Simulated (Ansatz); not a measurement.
The cluster MoO₃⁺ (the lowest doublet isomer of a short search), 4 atoms. Hardware: 4 threads of Arm Neoverse V2 on a shared host.

In the def2 sets Mo takes a core potential; there is no spin–orbit coupling. Correlated methods freeze 3 core orbitals; core or outer-core shells of Mo are correlated, in sets that lack core-valence functions.

Problem. How many basis functions does each of these Ansatz runs have, and roughly what does it cost? B3LYP-D4/def2-TZVP, charge 1 doublet, frequencies; r2SCAN-D4/def2-TZVP, charge 1 quartet, energy, from earlier orbitals; HF/STO-3G, charge 1 doublet, energy; PBE-D4/def2-TZVP, charge 0 triplet at the geometry of the charge 1 doublet, energy, from earlier orbitals; HF/def2-TZVP, charge 1 doublet, energy, from earlier orbitals; PBE-D4/def2-SVP, charge 1 doublet, energy, from earlier orbitals; PBE0-D4/def2-TZVP, charge 0 triplet at the geometry of the charge 1 doublet, energy; HF/def2-TZVP, charge 1 quartet, energy, from earlier orbitals; RPA@PBE/def2-TZVP, charge 1 quartet, energy, from earlier orbitals; MP2/def2-TZVP, charge 1 quartet, energy, from earlier orbitals; BHLYP-D4/def2-TZVP, charge 1 quartet, energy, from earlier orbitals; HF/STO-3G, charge 1 quartet, energy.

Solution. Other jobs shared the machine, so times can vary by a factor of up to 3. A dash marks memory too small to be measured apart from the calling script's.

| run | functions | fitting or Cholesky vectors | wall time | peak host memory (GiB) |
| --- | --- | --- | --- | --- |
| HF/STO-3G, charge 1 quartet, energy | 42 | 550 | 0.4 s | – |
| HF/STO-3G, charge 1 doublet, energy | 42 | 551 | 0.45 s | – |
| PBE-D4/def2-SVP, charge 1 doublet, energy, from earlier orbitals | 73 | 732 | 0.95 s | – |
| HF/def2-TZVP, charge 1 doublet, energy, from earlier orbitals | 133 | 1006 | 1.4 s | – |
| MP2/def2-TZVP, charge 1 quartet, energy, from earlier orbitals | 133 | 976 | 1.6 s | – |
| HF/def2-TZVP, charge 1 quartet, energy, from earlier orbitals | 133 | 1006 | 1.8 s | – |
| PBE-D4/def2-TZVP, charge 0 triplet at the geometry of the charge 1 doublet, energy, from earlier orbitals | 133 | 761 | 1.8 s | – |
| RPA@PBE/def2-TZVP, charge 1 quartet, energy, from earlier orbitals | 133 | 976 | 2.4 s | – |
| PBE0-D4/def2-TZVP, charge 0 triplet at the geometry of the charge 1 doublet, energy | 133 | 831 | 4 s | – |
| BHLYP-D4/def2-TZVP, charge 1 quartet, energy, from earlier orbitals | 133 | 960 | 4.9 s | – |
| r2SCAN-D4/def2-TZVP, charge 1 quartet, energy, from earlier orbitals | 133 | 761 | 7 s | – |
| B3LYP-D4/def2-TZVP, charge 1 doublet, frequencies | 133 | 824 | 36 s | – |
